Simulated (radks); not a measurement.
Question: Excited configurations of the magnesium ion Mg+: one electron is placed in a higher orbital outside [Ne]. The ground configuration is [Ne] 3s1. All-electron calculation, Dirac Kohn-Sham, PBEsol, spin-unpolarised, spherical densities, point nucleus; open shells are shared between the two j in proportion to 2j + 1. Program: a radial shooting solver on a logarithmic mesh with Libxc functionals. Excitation = E - E(ground); binding = E(ion) - E, where the ion is the core of charge +2; n* = 2/sqrt(2 binding) in atomic units, and the quantum defect is n - n*. Eigenvalue and <r> are those of j = l + 1/2.

outer orbital  excitation (eV)  binding (eV)     n*  quantum defect  eigenvalue (eV)  <r> (bohr)
3p                       4.310        10.507  2.276           0.724           -7.740       3.466
3d                       8.713         6.103  2.986           0.014           -4.312       5.124
5s                      11.066         3.750  3.810           1.190           -2.999       11.16
5p                      11.645         3.171  4.143           0.857           -2.518       12.78
6s                      12.401         2.415  4.747           1.253           -1.957       17.46
6p                      12.703         2.113  5.075           0.925           -1.706       19.56
6d                      13.129         1.687  5.679           0.321           -1.354       23.70
6f                      13.204         1.612  5.810           0.190           -1.280       23.31
7d                      13.566         1.250  6.598           0.402           -1.017       32.74
7f                      13.614         1.202  6.730           0.270           -0.971       32.58

Estimate the row for 4f.

Answer: excitation (eV) 11.406; binding (eV) 3.410; n* 3.995; quantum defect 0.005; eigenvalue (eV) -2.459; <r> (bohr) 9.020. The Delta-SCF ionisation energy is 14.816 eV (NIST Atomic Spectra Database: 15.035 eV, measured). Self-interaction in the functional shifts the binding energies and quantum defects, so they are the method's values and not measured ones. Spin polarisation and multiplet splitting are left out, so open shells lie too high by an amount that depends on their filling.

Beside tabulated values, note that spin-unpolarised runs miss the spin-polarisation part of the exchange energy of open shells.
